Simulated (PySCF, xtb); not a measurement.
CH6ClNSi, SMILES C[SiH](N)Cl. The values are those of a single conformer.

Harmonic wavenumbers (cm⁻¹) from GFN2-xTB (xtb 6.7.1) at its own minimum, in rising order: 103, 157, 175, 233, 241, 463, 487, 654, 657, 735, 799, 830, 848, 919, 1380, 1482, 1488, 1511, 2194, 3039, 3046, 3051, 3479, 3522.

**Question.** What does PySCF 2.14.0 with PBE-D3(BJ)/def2-SVP give at its own minimum? (Estimate from the structure and the level; the computed values follow.)

**Answer.** 147, 183, 205, 248, 294, 464, 497, 618, 687, 740, 808, 847, 871, 899, 1220, 1378, 1382, 1499, 2193, 2980, 3080, 3091, 3478, 3571. Paired by order, the mean absolute difference is 37 cm⁻¹ and the zero-point energies are 45.0 and 44.9 kcal/mol.
